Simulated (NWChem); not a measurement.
System: GeH$_{2}$F$_{2}$; SMILES [F][GeH2][F]

All runs: NWChem. Geometry: optimised at PBE0/def2-SVP. B3LYP is NWChem's, with the RPA form of VWN correlation. Ions are spin-unrestricted doublets at the neutral geometry; other ion states weren't tried.

For level B3LYP/def2-SVP:

```yaml
vertical ionisation energy, ΔSCF (eV): 12.49
"−ε(HOMO) (eV)": 9.65
```

Question: What are these values for level PBE/def2-SVP?

Answer: 
| Property | Value |
|---|---|
| vertical ionisation energy, ΔSCF (eV) | 11.90 |
| −ε(HOMO) (eV) | 8.23 |
